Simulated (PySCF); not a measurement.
Ligands exchanged one at a time, In OH-SH. Gas-phase values, no solvent. One relaxed conformer stands for each flexible species; it need not be the lowest. Strings in code marks are SMILES.

The HOMO–LUMO gap from two functionals at the same geometries (CAM-B3LYP-D3(BJ)/def2-TZVP), both in PySCF: PBE-D3(BJ)/def2-TZVP and CAM-B3LYP-D3(BJ)/def2-TZVP. 

```json
[
 {"species": "1 of 3 OH replaced by SH", "PBE-D3(BJ)/def2-TZVP (eV)": "3.87", "CAM-B3LYP-D3(BJ)/def2-TZVP (eV)": "8.31"},
 {"species": "2 of 3 OH replaced by SH", "PBE-D3(BJ)/def2-TZVP (eV)": "3.83", "CAM-B3LYP-D3(BJ)/def2-TZVP (eV)": "8.15"},
 {"species": "3 of 3 OH replaced by SH", "PBE-D3(BJ)/def2-TZVP (eV)": "3.82", "CAM-B3LYP-D3(BJ)/def2-TZVP (eV)": "8.11"}
]
```

Over these rows, drawn at random from the members with no instability flagged (it was tested for open shells, ions and some series alone), PBE minus CAM-B3LYP-D3(BJ): mean -4.36 eV, from -4.44 eV to -4.29 eV.
